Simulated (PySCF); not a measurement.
Geometry:
| atom | x (Å) | y (Å) | z (Å) |
| --- | --- | --- | --- |
| C1 | 1.927 | -0.199 | -0.520 |
| C2 | 0.500 | -0.020 | -0.135 |
| C3 | -0.183 | 1.110 | 0.076 |
| C4 | -1.581 | 0.681 | 0.436 |
| Si5 | -0.984 | -1.140 | 0.232 |
| H6 | 2.000 | -0.738 | -1.464 |
| H7 | 2.453 | -0.785 | 0.235 |
| H8 | 2.425 | 0.764 | -0.625 |
| H9 | 0.158 | 2.134 | 0.011 |
| H10 | -2.335 | 1.041 | -0.263 |
| H11 | -1.885 | 0.999 | 1.433 |
| H12 | -1.560 | -1.894 | -0.881 |
| H13 | -0.940 | -1.951 | 1.448 |

Computed data (PySCF): GIAO PBE0/pcSseg-1 shieldings, structure optimised with GFN2-xTB. Non-relativistic, fast rotation and ring inversion assumed for equivalent nuclei, one conformer, no solvent.

Scale: 13C (σ = 186.93 ppm) and 1H (σ = 31.72 ppm) and 29Si (σ = 349.16 ppm) vs TMS (reference shieldings calculated alike).

```json
{"atoms": "C2", "nucleus": "13C", "count": "1", "Hirshfeld charge": "-0.09", "δ (ppm)": "154.7"}
{"atoms": "C1", "nucleus": "13C", "count": "1", "Hirshfeld charge": "-0.13", "δ (ppm)": "23.3"}
{"atoms": "H10/H11", "nucleus": "1H", "count": "2", "Hirshfeld charge": "0.03", "δ (ppm)": "1.75"}
{"atoms": "H6/H7/H8", "nucleus": "1H", "count": "3", "Hirshfeld charge": "0.04", "δ (ppm)": "1.91"}
{"atoms": "C3", "nucleus": "13C", "count": "1", "Hirshfeld charge": "-0.04", "δ (ppm)": "?"}
{"atoms": "H9", "nucleus": "1H", "count": "1", "Hirshfeld charge": "0.05", "δ (ppm)": "6.95"}
{"atoms": "C4", "nucleus": "13C", "count": "1", "Hirshfeld charge": "-0.17", "δ (ppm)": "?"}
{"atoms": "Si5", "nucleus": "29Si", "count": "1", "Hirshfeld charge": "0.34", "δ (ppm)": "?"}
{"atoms": "H12/H13", "nucleus": "1H", "count": "2", "Hirshfeld charge": "-0.08", "δ (ppm)": "4.89"}
```

**Question.** Fill in the missing shifts.

**Answer.** 
- C3: 154.6 ppm, alkene CH; as expected for a trigonal carbon in a double bond
- C4: 15.8 ppm, allylic sp3 CH2 bonded to Si
- Si5: -43.3 ppm, silicon bonded to 2 C, 2 H, in a 4-membered ring

Shifts are as computed. Against solution values, carbons near 30 ppm lie about +3 ppm off and those near 130 ppm about +5 ppm. Of 1211 compounds with measured shifts, 218 miss one by over three times the rms of a fit or turn the order of signals round; such compounds aren't used in these exercises.
